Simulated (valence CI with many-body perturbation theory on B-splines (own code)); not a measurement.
The numbers below are computed, except where a source is named.
## Ta⁵⁰⁺: what the settings do

Method: valence CI with perturbative core correlation (CI+MBPT): five valence electrons over a frozen Dirac-Fock core [Ar], radial functions for each j: 6 s, 6 p, 5 d, 5 f, 1 g, with the one-electron correlation potential Σ1 (screened to all orders), the two-electron term Σ2, the three-electron term Σ3, Breit, model QED; selected single and double excitations, second order for the rest, scaled by the run's own slope (own B-spline code, finite nucleus).

No measured spectrum was set against this ion. As an estimate, large intervals hold to a few tenths of a per cent, small ones and those within an open d or f shell to about a per cent. Among the levels kept, up to 420 cm⁻¹ of a level comes from second order outside the variational space, and about a tenth of that is noise between levels of different J, which matters for small intervals. Only levels of the ground parity were solved; by the run's estimate the other parity begins above the list, which can be wrong where configurations are misplaced.

The reference run has the lowest level (3d3/2^4 3d5/2) J=5/2 and an ionisation energy of 4537.79 eV. Its largest variational space holds 9998 state functions.

Levels are named by their leading jj configuration (3d3/2^4 stands for four electrons in 3d with j = 3/2), which in mixed levels can hold well under half, so a name can repeat and another be missing. Letters in brackets count levels of one name in rising energy.

Changed runs:
A. scale of Σ2 1 → 1.2
B. Breit term on → off
C. Breit term on → off; scale of Σ1 1 → 1.1
D. Davidson tolerance 2e-05 → 0.03 (bad on purpose)

Excitation energies of the reference run in cm⁻¹, and shifts in cm⁻¹:

```
                      Level  Reference      A       B       C       D
(3d3/2^3 3d5/2^2) J=5/2 [a]     436494  +1144  +11620  +11822    +0.1
(3d3/2^3 3d5/2^2) J=7/2 [a]     529712   +749  +16959  +17164    +0.2
   (3d3/2^3 3d5/2^2) J=11/2     540285  +1411  +28386  +28592    -0.1
(3d3/2^3 3d5/2^2) J=3/2 [a]     544158   +333   +9982  +10188    -0.9
    (3d3/2^3 3d5/2^2) J=9/2     583861   +766  +21831  +22041    +0.2
(3d3/2^3 3d5/2^2) J=5/2 [b]     612906    +32  +16844  +17058    +0.1
    (3d3/2^3 3d5/2^2) J=1/2     640473   -228  +12184  +12406    -0.3
(3d3/2^3 3d5/2^2) J=7/2 [b]     649094    +58  +17304  +17517    +0.2
(3d3/2^3 3d5/2^2) J=3/2 [b]     781704   -527   +9990  +10222    -1.1
(3d3/2^2 3d5/2^3) J=5/2 [a]     958423  +1618  +22664  +23066       0
(3d3/2^2 3d5/2^3) J=7/2 [a]    1026770  +1383  +29053  +29463    +0.1
   (3d3/2^2 3d5/2^3) J=11/2    1030440  +2212  +39746  +40157    +0.2
     Ionisation energy (eV)    4537.79  +2.17   +1.88   +2.11  -5e-05
```
